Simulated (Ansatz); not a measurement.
K₂Te was relaxed with PBE-D4 (def2-TZVP) in Ansatz in these states: neutral quintet, neutral singlet, neutral triplet. The geometries follow in no particular order.

In the def2 sets Te takes a core potential; there is no spin–orbit coupling.

A:

```csv
atom,x (Å),y (Å),z (Å)
K1,0.011,2.261,0.083
K2,1.026,-1.599,1.229
Te3,-1.036,-0.662,-1.312
```

B:

```xyz
3

K    -1.4023   -0.8183   -3.9681
K     1.5269    0.9052    3.9026
Te   -0.1246   -0.0869    0.0654
```

C:

```csv
atom,x (Å),y (Å),z (Å)
K1,-0.407,1.190,2.399
K2,-0.263,-0.393,-2.667
Te3,0.670,-0.797,0.268
```

**Question.** Judge from the bond lengths which geometry belongs to which state (an estimate).

**Answer.** A is the neutral triplet (K2–Te3 3.404 Å, K1–Te3 3.404 Å); B is the neutral quintet (K2–Te3 4.294 Å, K1–Te3 4.294 Å); C is the neutral singlet (K2–Te3 3.106 Å, K1–Te3 3.106 Å).

At PBE0-D4/def2-TZVP a singlet lies 1.12 eV below the neutral triplet. At PBE0-D4/def2-TZVP a singlet lies 3.92 eV below the neutral quintet. These are the stationary points nearest to one start from a short search; other shapes may lie lower in each state.
